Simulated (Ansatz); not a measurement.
# Relative stability

Two relaxed structures of ZnSiH3, doublet (PBE0-D4/def2-TZVP; forces vanish, vibrations not checked).

A:

```csv
atom,x (Å),y (Å),z (Å)
Si1,0.0243,0.0436,-0.1536
Zn2,1.9043,-0.9540,0.8127
H3,3.1092,-1.6210,1.5228
H4,-0.7953,-0.6849,-1.1620
H5,0.0196,1.4928,-0.4987
```

B:

```xyz
5
angstrom
Si -0.1547 0.0769 -0.0573
Zn 1.9812 -0.9894 0.7232
H -1.1589 0.1236 1.0444
H -0.7521 -0.6858 -1.1910
H 0.0844 1.4747 -0.5193
```

Program: Ansatz 0.2.0. Basis: def2-TZVPP. Cores are frozen in the correlated methods; orbitals are unrestricted. The 3s and 3p shells of Cu and Zn are frozen; filled d shells are correlated. B3LYP uses VWN-RPA correlation.

**Question.** Which structure is lower at CCSD(T), and by how much? (An estimate is asked for; the value comes from the calculation.)

**Answer.** By the calculation: B, by 0.472 eV (electronic energy, against the other). By their contacts, A is ZnSiH₃ ([SiH2][ZnH]) and B is ZnSiH₃ ([SiH3][Zn]).

All methods give the same order:

| method | E(B) − E(A) (eV) |
| --- | --- |
| PBE-D4 | -0.472 |
| r2SCAN-D4 | -0.372 |
| PBE0-D4 | -0.474 |
| B3LYP-D4 | -0.580 |
| wB97M-V | -0.491 |
| HF | -0.614 |
| MP2 | -0.433 |
| CCSD | -0.487 |
| CCSD(T) | -0.472 |

T1 diagnostic: at most 0.020. ⟨S²⟩ of the unrestricted Hartree–Fock references: 0.77 (a pure state has 0.75).

Labels in which every atom is bracketed show which atoms are joined, not bond orders.

For scale, one of the runs: CCSD(T)/def2-TZVPP, 148 basis functions, launched by `ansatz run in.yaml --threads 2 --pin off --events-out ev --progress --plain --max-ram 4352MiB`. Time: 15 s of wall clock on 2 CPU threads of an AMD EPYC 9R45; the host was shared. Peak host memory: 1.9 GiB.
